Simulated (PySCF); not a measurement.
From computed data to an observable: entropy of an ideal gas

F6Te, SMILES F[Te](F)(F)(F)(F)F (connectivity only; charge and spin as stated), charge +1, multiplicity 2.

Geometry: B3LYP-D3(BJ)/def2-SVP. The multiplicity is an assumed one; no other spin state was optimised. The def2 effective core potentials stand for the cores of Te; spin–orbit coupling is left out.

PySCF with B3LYP-D3(BJ)/def2-SVP gives the harmonic wavenumbers 114, 162, 179, 183, 250, 255, 262, 273, 326, 340, 574, 667, 717, 733, 745 cm⁻¹ and the rotational temperatures 0.0957, 0.0852, 0.0822 K. The molar mass is 241.59 g/mol, the symmetry number 2, the spin multiplicity 2.

### Question
Work out the entropy at 298.15 K and 1 atm in the rigid-rotor, harmonic-oscillator model.

### Answer

Translation (Sackur–Tetrode at 1 atm): S = R[1.5 ln M + 2.5 ln T − 1.16487] = 177.2 J/(mol K).
Rotation: q = (√π/σ) T^1.5/√(θA θB θC) = 176000, S = R[ln q + 3/2] = 112.9 J/(mol K).
Vibration: with u = 1.4388 ν/T, each mode gives R[u/(e^u − 1) − ln(1 − e^−u)]:
```tsv
ν (cm⁻¹)	modes	u	S (J/(mol K))
114	1	0.55	13.39
162	1	0.78	10.57
179	1	0.86	9.79
183	1	0.88	9.61
250	1	1.21	7.24
255	1	1.23	7.10
262	1	1.26	6.90
273	1	1.32	6.60
326	1	1.57	5.35
340	1	1.64	5.07
574	1	2.77	2.08
667	1	3.22	1.45
717	1	3.46	1.20
733	1	3.54	1.13
745	1	3.60	1.08
```
These are all the modes. Sum 88.5 J/(mol K).
Spin: R ln 2 = 5.8 J/(mol K).
Total 384.4 J/(mol K); the program's own thermochemistry gives 384.4. Translation makes up 46 % and vibration 23 %. Anharmonicity, hindered rotation and orbital degeneracy are left out.
